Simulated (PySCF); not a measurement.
# `C=CC[C@@H](C)C(C)C`, C8H16

Molfile (atoms numbered from 1):
```
C8H16
     RDKit          3D

 24 23  0  0  0  0  0  0  0  0999 V2000
   -3.1702   -1.0421    0.3431 C   0  0  0  0  0  0  0  0  0  0  0  0
   -1.9264   -1.2844   -0.0733 C   0  0  0  0  0  0  0  0  0  0  0  0
   -0.6792   -0.7131    0.5219 C   0  0  0  0  0  0  0  0  0  0  0  0
    0.1547    0.0996   -0.4813 C   0  0  1  0  0  0  0  0  0  0  0  0
   -0.5815    1.3661   -0.9028 C   0  0  0  0  0  0  0  0  0  0  0  0
    1.5843    0.3975    0.0197 C   0  0  0  0  0  0  0  0  0  0  0  0
    1.6222    1.1049    1.3715 C   0  0  0  0  0  0  0  0  0  0  0  0
    2.4583   -0.8526    0.0399 C   0  0  0  0  0  0  0  0  0  0  0  0
   -3.3658   -0.3760    1.1901 H   0  0  0  0  0  0  0  0  0  0  0  0
   -4.0370   -1.5000   -0.1408 H   0  0  0  0  0  0  0  0  0  0  0  0
   -1.7797   -1.9552   -0.9308 H   0  0  0  0  0  0  0  0  0  0  0  0
   -0.0649   -1.5458    0.9080 H   0  0  0  0  0  0  0  0  0  0  0  0
   -0.9396   -0.0857    1.3906 H   0  0  0  0  0  0  0  0  0  0  0  0
    0.2732   -0.5272   -1.3854 H   0  0  0  0  0  0  0  0  0  0  0  0
   -0.7305    2.0483   -0.0503 H   0  0  0  0  0  0  0  0  0  0  0  0
   -0.0216    1.9139   -1.6765 H   0  0  0  0  0  0  0  0  0  0  0  0
   -1.5776    1.1293   -1.3053 H   0  0  0  0  0  0  0  0  0  0  0  0
    2.0234    1.0866   -0.7250 H   0  0  0  0  0  0  0  0  0  0  0  0
    2.6482    1.4200    1.6166 H   0  0  0  0  0  0  0  0  0  0  0  0
    0.9891    2.0047    1.3874 H   0  0  0  0  0  0  0  0  0  0  0  0
    1.2836    0.4416    2.1835 H   0  0  0  0  0  0  0  0  0  0  0  0
    3.4970   -0.6034    0.3074 H   0  0  0  0  0  0  0  0  0  0  0  0
    2.1025   -1.5879    0.7797 H   0  0  0  0  0  0  0  0  0  0  0  0
    2.4747   -1.3486   -0.9432 H   0  0  0  0  0  0  0  0  0  0  0  0
  1  2  2  0
  2  3  1  0
  3  4  1  0
  4  5  1  0
  4  6  1  0
  6  7  1  0
  6  8  1  0
  1  9  1  0
  1 10  1  0
  2 11  1  0
  3 12  1  0
  3 13  1  0
  4 14  1  6
  5 15  1  0
  5 16  1  0
  5 17  1  0
  6 18  1  0
  7 19  1  0
  7 20  1  0
  7 21  1  0
  8 22  1  0
  8 23  1  0
  8 24  1  0
M  END
```

Method: quadratic response CAM-B3LYP/aug-cc-pVDZ first hyperpolarisability, Taylor convention, gas phase in PySCF. Geometry: PBE0-D3(BJ)/def2-SVP.

What is the first hyperpolarisability, and how does it disperse?

In au, Taylor convention; the vector part is βᵢ = ⅓ Σⱼ (βᵢⱼⱼ + βⱼᵢⱼ + βⱼⱼᵢ); β∥ is 3/5 of the vector part along the dipole, the dipole points from − to +:
```csv
process,λ (nm),β vector norm,β∥,β HRS,depolarisation ratio
"static β(0;0,0)",∞,104.5,59.9,42.2,5.46
"second harmonic β(−2ω;ω,ω)",1907,111.1,63.8,44.8,5.48
"Pockels β(−ω;ω,0)",1907,106.6,61.1,–,–
"second harmonic β(−2ω;ω,ω)",1064,128.2,73.7,51.6,5.50
"Pockels β(−ω;ω,0)",1064,111.6,64.0,–,–
```

Which lowest excitations, dipole and polarisabilities go with it?

S1 6.54 eV (f = 0.026); S2 6.89 eV (f = 0.007); S3 6.99 eV (f = 0.303); dipole 0.50 D; isotropic α 101.1 au static, 101.4 au at 1907 nm, 102.0 au at 1064 nm, 102.2 au at 953.5 nm, 104.6 au at 532 nm.
